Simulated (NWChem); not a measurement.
**Polarisability of BCl**

```
B
Cl 1 1.7192
```
Charge 0, spin multiplicity 1.

All runs are NWChem calculations. The geometry was optimised at PBE0/def2-SVP, a minimum by its harmonic frequencies.

Basis set: 6-31G*. The field's frequency is 0.0428 Ha (1065 nm). This basis has no diffuse functions, which lowers polarisabilities.

B3LYP has NWChem's definition, with VWN1-RPA local correlation. The Pople sets run with spherical d functions. The structure started from a generated list of species.

Task: For the isotropic polarisability, PBE gives 24.28 bohr³ and HF gives 23.29 bohr³. What do B3LYP, BHandHLYP give?

Result: B3LYP: 23.82 bohr³; BHandHLYP: 23.51 bohr³.
